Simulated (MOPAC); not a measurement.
MOPAC input (PM6):

```
PM6 FORCE THERMO(298,298) PRECISE LET GEO-OK AUX(PRECISION=9) THREADS=1
HCaFO

Ca    0.02430185 1    0.01459033 1   -0.01774186 1
F     0.99890863 1    0.81583149 1   -1.54222833 1
O    -1.07042072 1   -0.83875059 1    1.51914263 1
H    -1.91752865 1   -1.17843637 1    1.50221071 1
```

Output:

```
 *******************************************************************************
 **                                                                           **
 **                              MOPAC v23.2.5                                **
 **                                                                           **
 *******************************************************************************
 ** MOPAC's Digital Object Identifier: https://doi.org/10.5281/zenodo.6511958 **
 **                                                                           **
 ** Please cite the open-source release paper for use of this MOPAC version:  **
 ** J. E. Moussa and J. J. P. Stewart (2026)                                  **
 ** MOPAC: An open-source semiempirical molecular orbital program             **
 ** J. Open Source Softw., 11(119), 8025, https://doi.org/10.21105/joss.08025 **
 *******************************************************************************

                              PM6 CALCULATION RESULTS

 *******************************************************************************
 *  PM6        - The PM6 Hamiltonian to be used
 *  GEO-OK     - OVERRIDE INTERATOMIC DISTANCE AND OTHER SAFETY CHECKS
 *  LET        - OVERRIDE SOME SAFETY CHECKS
 *  PRECISE    - TIGHTER CRITERIA TO BE USED
 *  FORCE      - FORCE CALCULATION SPECIFIED
 *  AUX        - OUTPUT AUXILIARY INFORMATION
 *  THERMO     - THERMODYNAMIC QUANTITIES TO BE CALCULATED
 *******************************************************************************
PM6 FORCE THERMO(298,298) PRECISE LET GEO-OK AUX(PRECISION=9) THREADS=1
 HCaFO

   ATOM   CHEMICAL          X               Y               Z
  NUMBER   SYMBOL      (ANGSTROMS)     (ANGSTROMS)     (ANGSTROMS)

     1      Ca          0.02430185  *   0.01459033  *  -0.01774186  *
     2       F          0.99890863  *   0.81583149  *  -1.54222833  *
     3       O         -1.07042072  *  -0.83875059  *   1.51914263  *
     4       H         -1.91752865  *  -1.17843637  *   1.50221071  *

          CARTESIAN COORDINATES

    NO.       ATOM           X           Y           Z

     1        Ca          0.0243      0.0146     -0.0177
     2         F          0.9989      0.8158     -1.5422
     3         O         -1.0704     -0.8388      1.5191
     4         H         -1.9175     -1.1784      1.5022

 General Reference for PM6:
 "Optimization of Parameters for Semiempirical Methods V: Modification of NDDO Approximations
 and Application to 70 Elements", J. J. P. Stewart, J. Mol. Mod., 13, 1173-1213 (2007)
 URL: https://link.springer.com/article/10.1007/s00894-007-0233-4

           Empirical Formula: H O Ca F  =     4 atoms

      MOLECULAR POINT GROUP   :   Cs

      RHF CALCULATION, NO. OF DOUBLY OCCUPIED LEVELS = 8

          HEAT OF FORMATION =    -147.673636 KCALS/MOLE

          CARTESIAN COORDINATE DERIVATIVES

   NUMBER  ATOM         X            Y            Z

     1      Ca      0.010852    -0.004500     0.000000
     2       F      0.011657    -0.001031     0.000000
     3       O     -0.013615     0.014503     0.000000
     4       H     -0.008893    -0.008972     0.000000

 DIPOLE           X         Y         Z       TOTAL
 POINT-CHG.    -0.696     0.821    -0.000     1.077
 HYBRID        -0.116     0.162     0.000     0.200
 SUM           -0.813     0.983    -0.000     1.276

          GRADIENT NORM =   0.02881

          MOLECULAR WEIGHT =   76.09

          ROTATIONAL CONSTANTS IN CM(-1)

          A =   29.47280134   B =    0.11247194   C =    0.11204436

           PRINCIPAL MOMENTS OF INERTIA IN UNITS OF 10**(-40)*GRAM-CM**2

          A =        0.9498   B =      248.8865   C =      249.8363

          ORIENTATION OF MOLECULE IN FORCE CALCULATION

    NO.       ATOM         X         Y         Z

     1         Ca      -0.0245   -0.0312    0.0000
     2          F       1.9543   -0.0312    0.0000
     3          O      -2.0932    0.0649    0.0000
     4          H      -2.6349    0.7996   -0.0000

    FIRST DERIVATIVES WILL BE USED IN THE CALCULATION OF SECOND DERIVATIVES

    FOR POINT-GROUP Cs   THERE ARE   2 UNIQUE SYMMETRY FUNCTIONS.

(To convert to Hartree/Bohr^2, multiply by (10^(-21) x N x a0^2)/(4.184 x 627.51) =  0.0642)

           FORCE MATRIX IN MILLIDYNES/ANGSTROM

                 Ca  1       F  2       O  3       H  4
 ------------------------------------------------------
    Ca    1   5.957674
     F    2   2.556918   2.630584
     O    3   3.054900   0.101440   5.337294
     H    4   0.442979   0.015496   2.944045   3.242240

          HEAT OF FORMATION =    -147.673636 KCALS/MOLE

          ZERO POINT ENERGY       6.556 KCAL/MOL

           NORMAL COORDINATE ANALYSIS (Total motion = 1 Angstrom)

   Root No.       1         2         3         4         5         6

                 1 A'      1 A"      2 A'      3 A'      4 A'      5 A'

                 105.9     120.3     524.7     666.0     774.7    2394.5

           1    0.0062    0.0000   -0.0607    0.0605    0.0990    0.0005
           2    0.1946    0.0000   -0.0054    0.0080   -0.0119   -0.0016
           3   -0.0000    0.1651    0.0000   -0.0000    0.0000    0.0000
           4    0.0065   -0.0000    0.3973   -0.0615   -0.0597   -0.0003
           5   -0.2144   -0.0000   -0.0001   -0.0013    0.0010    0.0001
           6    0.0000   -0.1750   -0.0000   -0.0000    0.0000   -0.0000
           7   -0.0122   -0.0000   -0.3131   -0.1106   -0.1410    0.0407
           8   -0.2118   -0.0000    0.0010   -0.0536    0.0529   -0.0383
           9    0.0000   -0.2327    0.0000    0.0000   -0.0000    0.0000
          10   -0.1753    0.0000   -0.1055    0.5078   -0.5719   -0.6623
          11   -0.3356    0.0000    0.2029    0.5582   -0.3861    0.6701
          12   -0.0000    0.4272   -0.0000   -0.0000    0.0000   -0.0000

           MASS-WEIGHTED COORDINATE ANALYSIS (NORMAL COORDINATES)

   Root No.       1         2         3         4         5         6

                 1 A'      1 A"      2 A'      3 A'      4 A'      5 A'

                 105.9     120.3     524.7     666.0     774.7    2394.5

           1    0.0216    0.0000   -0.1760    0.3762    0.5477    0.0035
           2    0.6826    0.0000   -0.0158    0.0498   -0.0658   -0.0103
           3   -0.0000    0.6332    0.0000   -0.0000    0.0000    0.0000
           4    0.0158   -0.0000    0.7930   -0.2632   -0.2275   -0.0012
           5   -0.5177   -0.0000   -0.0002   -0.0058    0.0039    0.0003
           6    0.0000   -0.4621   -0.0000   -0.0000    0.0000   -0.0000
           7   -0.0270   -0.0000   -0.5734   -0.4343   -0.4930    0.1675
           8   -0.4694   -0.0000    0.0018   -0.2106    0.1849   -0.1578
           9    0.0000   -0.5639    0.0000    0.0000   -0.0000    0.0000
          10   -0.0975    0.0000   -0.0485    0.5007   -0.5019   -0.6841
          11   -0.1866    0.0000    0.0933    0.5504   -0.3388    0.6921
          12   -0.0000    0.2598   -0.0000   -0.0000    0.0000   -0.0000

          DESCRIPTION OF VIBRATIONS

 VIBRATION          1    1A'         ATOM PAIR     ENERGY CONTRIBUTION    RADIAL
 FREQUENCY           105.90         Ca1 -- O 3         +47.1% (200.2%)      0.0%
 TRANSITION DIPOLE   2.5271         Ca1 -- H 4         +41.7% (188.4%)      2.9%
 TRAVEL (Ang.)       0.2421         Ca1 -- F 2          +8.4% ( 84.4%)      0.0%
 REDUCED MASS       10.8683         O 3 -- H 4          +2.9% ( 49.3%)     85.5%
 EFFECTIVE MASS     61.7148
 FORCE CONSTANT      0.0718

 VIBRATION          2    1A"         ATOM PAIR     ENERGY CONTRIBUTION    RADIAL
 FREQUENCY           120.31         Ca1 -- O 3         +41.2% ( 72.1%)      0.0%
 TRANSITION DIPOLE   3.4576         Ca1 -- F 2         +30.3% ( 61.9%)      0.0%
 TRAVEL (Ang.)       0.2505         Ca1 -- H 4         +17.3% ( 46.7%)      0.0%
 REDUCED MASS        8.9325         O 3 -- H 4         +11.1% ( 37.5%)      0.0%
 EFFECTIVE MASS     23.3198
 FORCE CONSTANT      0.0762

 VIBRATION          3    2A'         ATOM PAIR     ENERGY CONTRIBUTION    RADIAL
 FREQUENCY           524.73         Ca1 -- F 2         +40.1% ( 85.1%)    100.0%
 TRANSITION DIPOLE   0.6545         Ca1 -- O 3         +25.2% ( 67.4%)    100.0%
 TRAVEL (Ang.)       0.1177         O 3 -- H 4         +22.3% ( 63.5%)     19.9%
 REDUCED MASS        9.2831         Ca1 -- H 4         +12.4% ( 47.4%)     27.8%
 EFFECTIVE MASS     20.3055
 FORCE CONSTANT      1.5060

 VIBRATION          4    3A'         ATOM PAIR     ENERGY CONTRIBUTION    RADIAL
 FREQUENCY           666.00         O 3 -- H 4         +39.9% ( 87.1%)      0.2%
 TRANSITION DIPOLE   1.5235         Ca1 -- H 4         +30.6% ( 76.3%)      0.4%
 TRAVEL (Ang.)       0.2196         Ca1 -- O 3         +19.7% ( 61.3%)     87.8%
 REDUCED MASS        2.1002         Ca1 -- F 2          +9.8% ( 43.1%)     99.3%
 EFFECTIVE MASS     11.9447
 FORCE CONSTANT      0.5489

 VIBRATION          5    4A'         ATOM PAIR     ENERGY CONTRIBUTION    RADIAL
 FREQUENCY           774.68         Ca1 -- H 4         +32.3% ( 78.4%)     71.5%
 TRANSITION DIPOLE   1.3211         Ca1 -- O 3         +30.2% ( 75.8%)     96.4%
 TRAVEL (Ang.)       0.1303         O 3 -- H 4         +26.3% ( 70.8%)     63.1%
 REDUCED MASS        5.1272         Ca1 -- F 2         +11.2% ( 46.1%)     99.2%
 EFFECTIVE MASS     16.5944
 FORCE CONSTANT      1.8129

 VIBRATION          6    5A'         ATOM PAIR     ENERGY CONTRIBUTION    RADIAL
 FREQUENCY          2394.48         O 3 -- H 4         +52.5% (100.0%)     97.7%
 TRANSITION DIPOLE   1.2078         Ca1 -- H 4         +47.2% ( 94.8%)     78.0%
 TRAVEL (Ang.)       0.1723         Ca1 -- O 3          +0.2% (  6.8%)     59.9%
 REDUCED MASS        0.9486
 EFFECTIVE MASS      1.3689
 FORCE CONSTANT      3.2046

      SYMMETRY NUMBER FOR POINT-GROUP Cs  =  1

          SYSTEM IS A GROUND STATE

 HCaFO

          MOLECULE IS NOT LINEAR

          THERE ARE  6 GENUINE VIBRATIONS IN THIS SYSTEM
          THIS THERMODYNAMICS CALCULATION IS LIMITED TO
          MOLECULES WHICH HAVE NO INTERNAL ROTATIONS

                    CALCULATED THERMODYNAMIC PROPERTIES
                                          *
   TEMP. (K)   PARTITION FUNCTION   H.O.F.    ENTHALPY  HEAT CAPACITY ENTROPY
                                   KCAL/MOL   CAL/MOLE    CAL/K/MOL  CAL/K/MOL

 298.00  VIB.     0.6573D+01                  1153.3353     6.6617     7.6122
         ROT.     0.8669D+04                   888.2803     2.9808    20.9999
         INT.     0.5698D+05                  2041.6156     9.6425    28.6120
         TRA.     0.6416D+27                  1480.4672     4.9680    38.9011
         TOT.                     -147.674    3522.0828    14.6105    67.5131

   *: NOTE: HEATS OF FORMATION ARE RELATIVE TO THE
            ELEMENTS IN THEIR STANDARD STATE AT 298K
              (=  Standard Enthalpy of Formation).

            Hvib:  Zero-point energy is not included.
                   frequencies of less than zero cm-1 are not included.
            Hrot = (3/2)RT
            Htra = (3/2)RT + pV = (5/2)RT

            Heat capacity is Cp, not Cv

          For more information, see: HTTP://OpenMOPAC.net/Manual/thermochemistry.html

           FORCE CONSTANT IN CARTESIAN COORDINATES (Millidynes/A)

    ATOM   CHEMICAL       X               Y               Z
   NUMBER   SYMBOL  FORCE CONSTANT  FORCE CONSTANT  FORCE CONSTANT

      1      Ca        5.936866        0.226501        0.138620
      2       F        2.630112        0.034092        0.035292
      3       O        4.533209        1.747190        0.043155
      4       H        1.749556        1.753231        0.000159

 **********************
 *                    *
 * JOB ENDED NORMALLY *
 *                    *
 **********************

 == MOPAC DONE ==
```
